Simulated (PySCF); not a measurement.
PySCF input (M06-2X/def2-TZVPD):

```python
from pyscf import gto, scf, dft

mol = gto.M(
    atom='''
    C    -0.13704582   -0.51533626   -0.94136449
    C    -1.25989771   -0.60727356    0.06419813
    Cl   -2.05367731    1.18681658    0.04822988
    C     1.09985487    0.21190739   -0.43394654
    Cl    2.14301352   -0.80070708    0.68655903
    H     0.14458868   -1.54118430   -1.21526243
    H    -0.38720526    0.00380284   -1.89413215
    H    -2.08262904   -1.14643420   -0.42627624
    H     1.77630394    0.50116693   -1.23813434
    H     0.81275831    1.08300156    0.14907087
    ''',
    basis='def2-tzvpd',
    charge=-1,
    spin=0,
    verbose=4,
)

mf = dft.RKS(mol, xc='m062x').density_fit(auxbasis='def2-universal-jkfit')
mf.grids.level = 4
mf.conv_tol = 1e-9
mf.max_cycle = 100
mf.max_memory = 1500
mf.kernel()
if not mf.converged:
    mf = mf.newton()
    mf.kernel(mf.make_rdm1())
mf.analyze()
```

End of the output:

```
Extra cycle  E= -1037.68664669871  delta_E= -7.28e-12  |g|= 5.45e-06  |ddm|= 6.29e-05
converged SCF energy = -1037.68664669871
**** SCF Summaries ****
Total Energy =                       -1037.686646698709637
Nuclear Repulsion Energy =             252.629917787976126
One-electron Energy =                -1941.591525333058598
Two-electron Energy =                  651.274960846372664
Two-electron Coulomb Energy =          726.027862072089647
DFT Exchange-Correlation Energy =      -74.752901225717011
HOMO-LUMO gap [eV] =                     4.448172670537327
**** MO energy ****
MO #1   energy= -102.482942757672  occ= 2
MO #2   energy= -102.419856904946  occ= 2
MO #3   energy= -10.4417064847977  occ= 2
MO #4   energy= -10.3775840542733  occ= 2
MO #5   energy= -10.3496013459169  occ= 2
MO #6   energy= -9.64528198534174  occ= 2
MO #7   energy= -9.58157583647478  occ= 2
MO #8   energy= -7.36698473072919  occ= 2
MO #9   energy= -7.36248180459106  occ= 2
MO #10  energy= -7.36235230374325  occ= 2
MO #11  energy= -7.30251186620715  occ= 2
MO #12  energy= -7.29931902539074  occ= 2
MO #13  energy= -7.29908424512553  occ= 2
MO #14  energy= -0.797983202440278 occ= 2
MO #15  energy= -0.719235640140646 occ= 2
MO #16  energy= -0.669591751898039 occ= 2
MO #17  energy= -0.569799726885119 occ= 2
MO #18  energy= -0.459613108295873 occ= 2
MO #19  energy= -0.381891824575014 occ= 2
MO #20  energy= -0.359662111689122 occ= 2
MO #21  energy= -0.310180101191389 occ= 2
MO #22  energy= -0.276061660427852 occ= 2
MO #23  energy= -0.256523428769291 occ= 2
MO #24  energy= -0.217817296742444 occ= 2
MO #25  energy= -0.21058642715685  occ= 2
MO #26  energy= -0.207897991902282 occ= 2
MO #27  energy= -0.175750527578975 occ= 2
MO #28  energy= -0.15983227096545  occ= 2
MO #29  energy= -0.0401776159016194 occ= 2
MO #30  energy= 0.123289716018481  occ= 0
MO #31  energy= 0.13931931626363   occ= 0
MO #32  energy= 0.145652819874531  occ= 0
MO #33  energy= 0.151793128055412  occ= 0
MO #34  energy= 0.169129209300782  occ= 0
MO #35  energy= 0.175836130481657  occ= 0
MO #36  energy= 0.179140283478888  occ= 0
MO #37  energy= 0.190650457544097  occ= 0
MO #38  energy= 0.204704825165998  occ= 0
MO #39  energy= 0.219626747746182  occ= 0
MO #40  energy= 0.22708179179653   occ= 0
MO #41  energy= 0.247248252321285  occ= 0
MO #42  energy= 0.257172594949697  occ= 0
MO #43  energy= 0.266894731026623  occ= 0
MO #44  energy= 0.284700490215941  occ= 0
MO #45  energy= 0.294416549221387  occ= 0
MO #46  energy= 0.309444650795448  occ= 0
MO #47  energy= 0.316432372428236  occ= 0
MO #48  energy= 0.3324032621474    occ= 0
MO #49  energy= 0.343250207455053  occ= 0
MO #50  energy= 0.353566235092695  occ= 0
MO #51  energy= 0.358177042728341  occ= 0
MO #52  energy= 0.363808703628025  occ= 0
MO #53  energy= 0.369574495929762  occ= 0
MO #54  energy= 0.378823602239849  occ= 0
MO #55  energy= 0.38940025405885   occ= 0
MO #56  energy= 0.393858272180293  occ= 0
MO #57  energy= 0.402178453306981  occ= 0
MO #58  energy= 0.406147834529611  occ= 0
MO #59  energy= 0.412703494673135  occ= 0
MO #60  energy= 0.417832116006816  occ= 0
MO #61  energy= 0.429106825456342  occ= 0
MO #62  energy= 0.441363323577712  occ= 0
MO #63  energy= 0.44539182537276   occ= 0
MO #64  energy= 0.446244481440526  occ= 0
MO #65  energy= 0.458424744926597  occ= 0
MO #66  energy= 0.459009863567868  occ= 0
MO #67  energy= 0.466287469775686  occ= 0
MO #68  energy= 0.47030837208563   occ= 0
MO #69  energy= 0.478467685447881  occ= 0
MO #70  energy= 0.489349533606737  occ= 0
MO #71  energy= 0.496220707982111  occ= 0
MO #72  energy= 0.49842000368454   occ= 0
MO #73  energy= 0.501942513470321  occ= 0
MO #74  energy= 0.521292764887876  occ= 0
MO #75  energy= 0.528148773712871  occ= 0
MO #76  energy= 0.542729100170345  occ= 0
MO #77  energy= 0.548336315183939  occ= 0
MO #78  energy= 0.565019918955392  occ= 0
MO #79  energy= 0.571134650623516  occ= 0
MO #80  energy= 0.578800672355519  occ= 0
MO #81  energy= 0.581859586830034  occ= 0
MO #82  energy= 0.589072031464704  occ= 0
MO #83  energy= 0.600017014228045  occ= 0
MO #84  energy= 0.604497535282447  occ= 0
MO #85  energy= 0.611896986333915  occ= 0
MO #86  energy= 0.625496883130228  occ= 0
MO #87  energy= 0.64198350121884   occ= 0
MO #88  energy= 0.646682407373545  occ= 0
MO #89  energy= 0.655809895100834  occ= 0
MO #90  energy= 0.659472099088583  occ= 0
MO #91  energy= 0.695634943367245  occ= 0
MO #92  energy= 0.709622462349863  occ= 0
MO #93  energy= 0.736676158442792  occ= 0
MO #94  energy= 0.748792779992498  occ= 0
MO #95  energy= 0.76125149851231   occ= 0
MO #96  energy= 0.777559426205537  occ= 0
MO #97  energy= 0.794877033383297  occ= 0
MO #98  energy= 0.810614611060529  occ= 0
MO #99  energy= 0.81599402864486   occ= 0
MO #100 energy= 0.825237253391409  occ= 0
MO #101 energy= 0.836439108928032  occ= 0
MO #102 energy= 0.845426568600493  occ= 0
MO #103 energy= 0.849070164101958  occ= 0
MO #104 energy= 0.860192883507933  occ= 0
MO #105 energy= 0.861427177016617  occ= 0
MO #106 energy= 0.87717758699709   occ= 0
MO #107 energy= 0.883428495891619  occ= 0
[...]
```

It need not be the lowest isomer of its formula. Whether it binds its extra electron was not tested at this geometry.
